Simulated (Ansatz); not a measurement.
`[CH3][AlH][BH]S` + H₂O → `[CH3][AlH][OH]` + `BS` at 298.15 K and 1 bar (formal hydrolysis of the Al–B bond).

Calculated with Ansatz (gas phase, PBE0-D4/def2-TZVP geometries, no zero-point term in ΔE). CCSD(T)/CBS is the MP2 limit (def2-TZVPP, def2-QZVPP) plus CCSD(T) − MP2 in def2-TZVPP, frozen cores. This one scheme is used for every species. One conformer a species, not always the lowest.

| species | CCSD(T)/CBS energy (Eh) | H − E (kJ/mol) | S (J/(mol·K)) |
| --- | --- | --- | --- |
| `[CH3][AlH][BH]S` | -706.24963 | 191.5 | 374.3 |
| H₂O | -76.37941 | 66.4 | 188.7 |
| `[CH3][AlH][OH]` | -358.31021 | 163.6 | 305.3 |
| `BS` | -424.38198 | 90.6 | 245.0 |

H − E and S are ideal-gas, rigid-rotor, harmonic terms from PBE0-D4/def2-TZVP, for one conformer and one mirror image of each species. 1 Eh = 2625.50 kJ/mol, R = 8.31446 J/(mol·K).

By hand: ΔE, ΔH, ΔS and ΔG.

ΔE = (-358.31021) + (-424.38198) − (-706.24963) − (-76.37941) = -0.06315 Eh = -165.8 kJ/mol. Δ(H − E) = 163.6 + 90.6 − 191.5 − 66.4 = -3.7, so ΔH = -169.5 kJ/mol. ΔS = 305.3 + 245.0 − 374.3 − 188.7 = -12.7 J/(mol·K). ΔG = -169.5 − 298.15 × (-12.7)/1000 = -165.7 kJ/mol.

By hand: the equilibrium constant, and the temperature at which ΔG would vanish if ΔH and ΔS stayed fixed.

log₁₀ K = −ΔG/(RT ln 10) = 29.0. ΔG = 0 at ΔH/ΔS = 13346 K, far beyond where these terms or the molecules hold.

The number of gas molecules stays the same, so ΔS is small and ΔH decides. A doubt of 5 kJ/mol in ΔE shifts log₁₀ K by 0.9 here. Other conformers and mirror images would add mixing entropy, several J/(mol·K) or more a flexible species. Modes under 60 cm⁻¹, often nearly free rotors, make the harmonic entropy too high. These are equilibria of isolated gas molecules and say nothing of rates. Largest T1 diagnostic: 0.015 (customary marks: 0.02 for closed shells, 0.045 for open ones).
